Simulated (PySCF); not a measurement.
## Electronic structure of Sc⁺ (scandium, charge +1) at the B3LYP level

Configuration: [Ar] 3d1 4s1, high-spin 3D determinant. All numbers are calculated (PySCF 2.14, no relativity, point nucleus, in def2-TZVP (6s4p4d1f, 45 functions)).

- Total energy: -760.389 hartree
- One-electron energy: -1035.022 hartree
- Hartree (Coulomb) energy: 313.434 hartree
- Exchange-correlation energy: -38.801 hartree
- Kinetic energy: 759.18002 hartree
- ⟨S²⟩: 2.0003
- ⟨L²⟩: 6.015
- Sum of ⟨r⟩: 16.91 bohr
- Sum of ⟨r²⟩: 29.75 bohr²
- Traceless quadrupole moment −½Σ⟨3z² − r²⟩ along its main axis: 1.11 e·bohr²
- Density at the nucleus (Gaussians lack the cusp): 6010 bohr⁻³
- Spin density at the nucleus: 3.01 bohr⁻³
- Langevin diamagnetic susceptibility: -23.6 ×10⁻⁶ cm³/mol
- Time after the integrals: 1.8 s of wall time on 1 thread of Neoverse-N1 (shared host)

| shell | electrons | mean orbital energy (hartree) | spread (hartree) | rms radius, mean of both spins (bohr) |
| --- | --- | --- | --- | --- |
| 1s α | 1 | -161.99368 | 0 | 0.0852 |
| 1s β | 1 | -161.99190 | 0 | 0.0852 |
| 2s α | 1 | -17.89891 | 0 | 0.375 |
| 2s β | 1 | -17.88822 | 0 | 0.375 |
| 2p α | 3 | -14.82120 | 0.00958 | 0.342 |
| 2p β | 3 | -14.81242 | 0.01783 | 0.342 |
| 3s α | 1 | -2.39163 | 0 | 1.16 |
| 3s β | 1 | -2.35432 | 0 | 1.16 |
| 3p α | 3 | -1.58360 | 0.00729 | 1.27 |
| 3p β | 3 | -1.54510 | 0.04683 | 1.27 |
| 3d α | 1 | -0.44471 | 0 | 1.90 |
| 4s α | 1 | -0.39287 | 0 | 3.57 |
